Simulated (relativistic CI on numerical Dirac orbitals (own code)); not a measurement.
## Energy levels of Er⁸⁺

Computed by Dirac-Coulomb-Breit CI, KLI orbitals optimised for each configuration, model QED (radiative potential, 1s self-energy scaled to tabulated hydrogen-like ionisation energies), unscaled Slater integrals (own radial code, finite nucleus).

Configurations in the expansion (outside the closed core [Ar] 3d10 4p6 4d10): 4s2 4f10 5s2 5p2, 4s2 4f12 5s 5p, 4s2 4f11 5s2 5d, 4s2 4f11 5s2 6s, 4s2 4f11 5s2 5g, 4s 4f12 5s2 5p. The list is cut by size and lacks configurations that can hold low levels.

```tsv
No.	Configuration	Term	J	E (cm⁻¹)	%	Next component (%)	Landé g	Lifetime (s)
1	4s2 4f10 5s2 5p2	7H	8	0.0	36	28 5I	1.275	
2	4s2 4f10 5s2 5p2	7H	7	7785.0	24	20 7I	1.199	3.77e-02
3	4s2 4f10 5s2 5p2	7K	6	12935.6	24	20 7I	1.084	7.86e-02
4	4s2 4f10 5s2 5p2	7K	5	16548.6	34	21 5I	0.903	2.00e-01
5	4s2 4f10 5s2 5p2	7K	4	19319.2	46	30 5I	0.563	5.30e-01
6	4s2 4f10 5s2 5p2	5F	5	22036.3	28	21 7F	1.384	3.13e-01
7	4s2 4f10 5s2 5p2	7F	4	26334.0	28	20 5F	1.383	2.75e-01
8	4s2 4f10 5s2 5p2	7P	2	26564.5	36	16 5P	1.818	
9	4s2 4f10 5s2 5p2	3K	8	29162.8	22	18 5I	1.116	7.71e-03
10	4s2 4f10 5s2 5p2	7G	3	29709.6	26	24 7F	1.287	2.83e-01
11	4s2 4f10 5s2 5p2	5G	6	29917.3	32	25 7F	1.331	3.23e-02
12	4s2 4f10 5s2 5p2	7G	2	30579.7	22	21 5F	1.276	5.70e-01
13	4s2 4f10 5s2 5p2	5F	1	32758.7	38	38 7G	0.065	1.98e-01
14	4s2 4f10 5s2 5p2	5G	5	33597.5	18	15 7G	1.273	3.60e-02
15	4s2 4f10 5s2 5p2	5G	4	35008.6	22	20 7H	1.137	5.15e-02
16	4s2 4f10 5s2 5p2	5K	7	36602.0	19	19 5L	1.015	1.11e-02
17	4s2 4f10 5s2 5p2	5G	5	38697.2	15	11 3G	1.173	9.40e-03
18	4s2 4f10 5s2 5p2	5G	6	38943.5	23	22 3H	1.209	6.24e-03
19	4s2 4f10 5s2 5p2	7H	3	38946.5	35	27 5G	0.918	9.88e-02
20	4s2 4f10 5s2 5p2	5G	2	38951.0	25	22 7H	0.656	4.59e-02
21	4s2 4f10 5s2 5p2	3L	9	39799.6	26	24 5K	1.115	1.83e-02
22	4s2 4f10 5s2 5p2	3F	4	41073.3	15	15 5D	1.131	1.46e-02
23	4s2 4f10 5s2 5p2	5L	6	42716.3	35	27 3K	0.858	2.25e-02
24	4s2 4f10 5s2 5p2	7H	2	42946.4	17	13 5G	0.925	1.83e-02
25	4s2 4f10 5s2 5p2	7H	8	45504.6	36	31 7K	1.254	8.98e-04
26	4s2 4f10 5s2 5p2	7I	9	45916.7	43	34 7K	1.272	7.51e-04
27	4s2 4f10 5s2 5p2	3M	10	47103.1	34	23 5M	1.106	7.24e-01
28	4s2 4f10 5s2 5p2	5D	3	47169.9	25	20 3D	1.350	1.42e-02
29	4s2 4f10 5s2 5p2	7H	7	47560.2	49	29 7K	1.225	9.74e-04
30	4s2 4f10 5s2 5p2	5L	8	47702.4	19	15 3M	1.016	1.19e-02
31	4s2 4f10 5s2 5p2	5D	1	47796.1	31	16 3P	1.114	1.21e-02
32	4s2 4f10 5s2 5p2	5D	4	48239.5	14	12 7H	1.223	9.41e-03
33	4s2 4f10 5s2 5p2	5G	3	49166.0	21	16 5H	1.034	1.70e-02
34	4s2 4f10 5s2 5p2	3H	4	50098.8	21	10 5I	1.061	6.32e-03
35	4s2 4f10 5s2 5p2	5D	0	50329.4	55	30 3P		1.82e-01
36	4s2 4f10 5s2 5p2	5G	2	50331.8	25	21 3F	0.769	1.84e-02
37	4s2 4f10 5s2 5p2	3M	8	50672.0	26	20 3L	0.983	2.52e-02
38	4s2 4f10 5s2 5p2	7H	6	51063.2	48	24 7K	1.179	1.04e-03
39	4s2 4f10 5s2 5p2	5I	5	51678.2	14	12 7H	1.081	2.88e-03
40	4s2 4f10 5s2 5p2	5H	7	53260.4	28	25 3I	1.148	1.26e-02
41	4s2 4f10 5s2 5p2	5M	7	53629.3	30	26 3L	0.889	2.22e-02
42	4s2 4f10 5s2 5p2	3D	2	53652.5	16	15 5D	1.389	9.12e-03
43	4s2 4f10 5s2 5p2	3F	4	54627.2	24	17 5F	1.231	4.50e-03
44	4s2 4f10 5s2 5p2	5M	9	54891.1	28	19 3M	1.026	3.64e-02
45	4s2 4f10 5s2 5p2	3I	5	55038.9	24	23 5K	0.910	7.36e-03
```

Energies count from the lowest computed level; lifetimes are radiative, by E1, M1, E2 decay to levels of this space only; some are left blank where a channel outside the calculation adds to the decay or the decay crosses a small, uncertain gap.

The mean weight of the leading LS term, summed over parents, in these 45 levels is 28 %, and that of the leading jj configuration (from the same eigenvectors) 48 %, so jj coupling describes them better and the LS labels are nominal.

At this charge configurations can still be misplaced by up to about 7 % of their energy. Terms inside the open d or f shell come out 10 to 20 % too wide with unscaled integrals. Levels and lines within the n = 5 or 6 shells can be off by up to 10 % or somewhat more, and those that change n by about 2 %, since core polarisation is missing.

LS names give the leading component of a level, which can be under half, so a name can repeat, a term be missing and a line seem to break the LS rules.
